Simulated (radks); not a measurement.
Spherical quantum dot in the effective-mass picture: electrons in a hard-walled sphere of radius 1.45, with a point charge +1 (a donor) at the centre, all in effective atomic units (hartree* = m*/eps^2 hartree, bohr* = eps/m* bohr), one dielectric constant everywhere. Method: non-relativistic Kohn-Sham, PBE, spin-polarised, spherical densities; computed with a radial shooting solver with Libxc functionals. Levels are named by radial order and angular momentum (1s, 1p, 1d, 2s, ...), and open shells are averaged over m. Results are scaled to m* = 0.302 and eps = 8.2, for which hartree* = 122.2 meV and bohr* = 1.437 nm.

N = 13, configuration 1s2 1p6 1d(up 5, down 0). This is the lowest configuration that the search found. Occupied and some empty levels:

level,occupation,eigenvalue (meV),<r> (nm)
1s up,1,1611.0,1.116
1s down,1,1635.0,1.099
1p up,3,1870.8,1.299
1p down,3,1902.8,1.293
1d up,5,2210.2,1.396
1d down,0,2245.6,1.393
2s up,0,2397.3,0.9818
2s down,0,2412.0,0.9903
1f up,0,2632.9,1.463
1f down,0,2669.9,1.462
2p up,0,3034.1,1.097
2p down,0,3052.7,1.098

Energy (meV): total 15833.3, kinetic 9063.4, external -1932.9, Hartree 10260, exchange-correlation -1557.1.
